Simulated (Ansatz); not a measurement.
trans-Ti(PH3)2Br4 (TiP2H6Br4), relaxed as a singlet with RKS PBE-D4/def2-SVP in Ansatz, starting from the GFN2-xTB geometry. Force threshold 0.02 eV/Å.

Another isomer (singlet) lies 0.35 eV lower at PBE0-D4/def2-TZVP; other spin states weren't run for this one.

Start:

```xyz
13

Br    2.187   -0.406   -1.072
Br   -2.166    0.391    1.049
Br    0.216   -2.133    1.208
Br   -0.183    2.128   -1.203
P    -1.054   -1.135   -2.042
P     1.052    1.135    2.044
Ti    0.017   -0.006   -0.003
H    -0.926   -2.495   -2.310
H    -0.628   -0.711   -3.294
H    -2.413   -1.072   -2.332
H     2.392    1.037    2.405
H     0.550    0.762    3.284
H     0.956    2.505    2.265
```

```csv
step,energy (eV),largest force component (eV/Å),SCF passes
1,-321883.5795,0.891,30
2,-321883.7359,0.420,22
3,-321883.7466,0.060,22
4,-321883.7487,0.020,23
5,-321883.7489,0.009,21
6 (rejected),-321883.7488,0.158,27
7,-321883.7504,0.046,28
8,-321883.7511,0.092,27
9,-321883.7519,0.073,22
10,-321883.7536,0.008,21
11 (rejected),-321883.7535,0.022,22
12,-321883.7537,0.020,22
13,-321883.7539,0.028,22
14,-321883.7540,0.015,22
```

Force components are those of the run's own axes.

End:

```xyz
13

Br    2.0453   -0.4917   -1.2148
Br   -2.2865    0.2919    0.8422
Br    0.2878   -1.9849    1.3557
Br   -0.0731    2.2445   -1.0054
P    -1.0623   -1.1294   -2.0841
P     1.0313    1.1500    2.0888
Ti   -0.0228    0.0296   -0.0043
H    -0.7712   -2.5175   -2.2535
H    -0.6458   -0.6568   -3.3655
H    -2.4765   -1.1688   -2.2971
H     2.4166    0.8900    2.3240
H     0.5154    0.7716    3.3651
H     1.0419    2.5715    2.2488
```

By distances, no bond broke or formed. The bond that changes most is P6–H13, from 1.39 to 1.43 Å (atoms count from 1).

The force fell under the threshold at step 5, but the optimiser went on and released 0.005 eV more. No frequencies were taken in this run, so the end may be a saddle point.

Run time 52 s (4 threads of Arm Neoverse V2 on a shared host).
